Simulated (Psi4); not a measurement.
HClO (SMILES OCl), singlet, geometry from GFN2-xTB.

Input for Psi4:
```
memory 2 GB

molecule mol {
0 1
  O    -0.008741    1.098296    0.016436
  H    -0.944582    1.335065    0.004393
  Cl    0.059677   -0.595379   -0.007993
}

set basis sto-3g
set reference rhf
set freeze_core true

energy('mp2')
print_variables()
```

Problem. What number of basis functions does MP2/STO-3G in Psi4 give?

Solution. 15

Problem. What total energy does MP2/STO-3G give?

Solution. -528.976627 Ha

Problem. Give the MP2 correlation energy at the level MP2/STO-3G.

Solution. -0.0491 Eh

Problem. Predict the nuclear repulsion energy from MP2/STO-3G.

Solution. 50.9724 Eh
